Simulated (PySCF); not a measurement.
CH4F2OSSi, SMILES CO[Si](F)(S)F.

Geometry optimised at PBE-D3(BJ)/def2-SVP. This is a generated structure with no PubChem entry under its InChIKey; it may be hypothetical. One conformer was computed; it need not be the lowest.

Two levels are set side by side: PBE/def2-TZVP (PySCF) and ωB97X/def2-TZVP (PySCF). Same geometry, gas phase. Differences are taken from unrounded values.

| quantity | ωB97X |
|---|---|
| orbital gap (eV) | 12.82 |
| highest occupied level (eV) | -10.69 |
| lowest empty level (eV) | 2.13 |
| dipole moment (D) | 2.86 |
| mean polarisability (bohr³) | 54.8 |

**Question.** What does PBE give, and how far is it from ωB97X? (Estimate from the structure and the level; the computed values follow.)

**Answer.** 
```tsv
quantity	PBE	PBE minus ωB97X
orbital gap (eV)	5.99	-6.83
highest occupied level (eV)	-6.95	3.74
lowest empty level (eV)	-0.96	-3.09
dipole moment (D)	2.69	-0.17
mean polarisability (bohr³)	58.0	3.2
```

PBE's occupied levels lie high since its potential decays too fast outside the molecule; exact exchange lowers them and widens the gap. Loosely held outer electrons make PBE densities more polarisable. Differences between two approximate levels are no errors against the true value.

Rough cost on one machine, each run with all the roots and properties that it gave: ωB97X against PBE within a factor of 2.
